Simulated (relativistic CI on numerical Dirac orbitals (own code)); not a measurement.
**Energy levels of Yb XIX**

Method of calculation: Dirac-Coulomb-Breit CI, separate exchange-only KLI orbitals for each configuration, model QED, unscaled Slater integrals (own radial code, finite nucleus).

Configuration list (outside the closed core [Ar] 3d10 4p6): 4s2 4d10 4f6, 4s2 4d10 4f5 5s, 4s2 4d10 4f4 5s2, 4s2 4d10 4f5 5p, 4s2 4d10 4f4 5s 5p, 4s2 4d10 4f4 5p2, 4s2 4d9 4f7, 4s2 4d10 4f5 6p, 4d10 4f8. Levels of other configurations are missing.

| No. | Configuration | Term | J | E (eV) | % | Next component (%) | Lifetime (s) |
| --- | --- | --- | --- | --- | --- | --- | --- |
| 41 | 4s2 4d10 4f6 | 3K | 6 | 10.0409 | 21 | 20 3I | 4.43e-03 |
| 42 | 4s2 4d10 4f6 | 5K | 6 | 10.1211 | 62 | 19 5I | 5.60e-02 |
| 43 | 4s2 4d10 4f6 | 5G | 2 | 10.2181 | 41 | 18 3F | 4.67e-03 |
| 44 | 4s2 4d10 4f6 | 5K | 8 | 10.2834 | 39 | 27 3M | 2.80e-02 |
| 45 | 4s2 4d10 4f6 | 3P | 1 | 10.3329 | 75 | 19 5D | 2.32e-03 |
| 46 | 4s2 4d10 4f6 | 5K | 7 | 10.5274 | 64 | 18 5I | 7.83e-02 |
| 47 | 4s2 4d10 4f6 | 5G | 3 | 10.5847 | 40 | 19 5D | 6.91e-03 |
| 48 | 4s2 4d10 4f6 | 5P | 2 | 10.7373 | 30 | 22 5D | 1.36e-02 |
| 49 | 4s2 4d10 4f6 | 3O | 11 | 10.7718 | 81 | 19 3N | 9.47e-02 |
| 50 | 4s2 4d10 4f6 | 3M | 8 | 10.7873 | 50 | 28 5K | 1.94e-02 |
| 51 | 4s2 4d10 4f6 | 3I | 5 | 10.9313 | 36 | 28 3H | 5.87e-03 |
| 52 | 4s2 4d10 4f6 | 5G | 4 | 10.9543 | 39 | 21 5H | 7.65e-03 |
| 53 | 4s2 4d10 4f6 | 5K | 9 | 10.9805 | 71 | 10 3L | 2.58e-02 |
| 54 | 4s2 4d10 4f6 | 3O | 12 | 11.0137 | 82 | 18 1Q | 8.14e+00 |
| 55 | 4s2 4d10 4f6 | 5D | 3 | 11.0173 | 30 | 21 5P | 2.88e-02 |
| 56 | 4s2 4d10 4f6 | 3K | 7 | 11.0468 | 44 | 35 3I | 4.61e-03 |
| 57 | 4s2 4d10 4f6 | 3M | 9 | 11.0687 | 45 | 37 3N | 8.17e-03 |
| 58 | 4s2 4d10 4f6 | 5G | 5 | 11.1994 | 45 | 14 5F | 8.66e-03 |
| 59 | 4s2 4d10 4f6 | 5G | 6 | 11.3390 | 55 | 23 5H | 7.16e-03 |
| 60 | 4s2 4d10 4f6 | 5D | 1 | 11.3956 | 51 | 32 5P | 4.16e-03 |
| 61 | 4s2 4d10 4f6 | 5G | 2 | 11.4840 | 47 | 27 3F | 3.01e-03 |
| 62 | 4s2 4d10 4f6 | 3G | 3 | 11.5163 | 36 | 27 3F | 2.75e-03 |
| 63 | 4s2 4d10 4f6 | 3H | 4 | 11.6702 | 74 | 10 5G | 6.48e-03 |
| 64 | 4s2 4d10 4f6 | 3M | 10 | 11.7709 | 57 | 28 3O | 6.03e-03 |
| 65 | 4s2 4d10 4f6 | 5D | 4 | 11.7962 | 80 | 10 5F | 1.26e-02 |
| 66 | 4s2 4d10 4f6 | 3G | 4 | 11.9792 | 36 | 29 3F | 3.43e-03 |
| 67 | 4s2 4d10 4f6 | 3K | 8 | 12.0264 | 56 | 18 5K | 5.19e-03 |
| 68 | 4s2 4d10 4f6 | 5D | 0 | 12.0679 | 91 | 4 3P | 2.40e-03 |
| 69 | 4s2 4d10 4f6 | 3K | 6 | 12.1383 | 39 | 21 3I | 7.10e-03 |
| 70 | 4s2 4d10 4f6 | 3P | 2 | 12.2087 | 52 | 26 5D | 4.77e-03 |

Energies count from the lowest computed level; lifetimes are radiative, by E1, M1, E2, M2 decay to levels of this space only.

The mean weight of the leading LS term, summed over parents, in these 30 levels is 52 %, and that of the leading jj configuration (from the same eigenvectors) 52 %.

At this charge energies of transitions that change n are usually good to better than 1 %, and those within a shell (Δn = 0) to a few per cent. Terms inside the open d or f shell come out 10 to 20 % too wide with unscaled integrals.

LS names give the leading component of a level, which can be under half, so a name can repeat, a term be missing and a line seem to break the LS rules.
